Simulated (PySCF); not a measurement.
A structure optimised at PBE-D3(BJ)/def2-SVP, used in a PySCF frequency run:

```
O
C 1 1.4198
H 2 1.1133 1 108.86
H 2 1.1143 3 107.40 1 -124.28
H 2 1.1144 3 107.81 4 -115.54
In 1 2.0089 2 120.02 3 -134.45
Cl 6 2.3412 1 120.82 2 -176.35
Cl 6 2.3597 1 117.53 2 5.30
```

Problem. Write its SMILES and formula.

Solution. C[O][In]([Cl])[Cl], CH₃Cl₂InO

Problem. What are its rotational constants (standard atomic weights)?

Solution. 2.1394, 1.3924, 0.84822 GHz
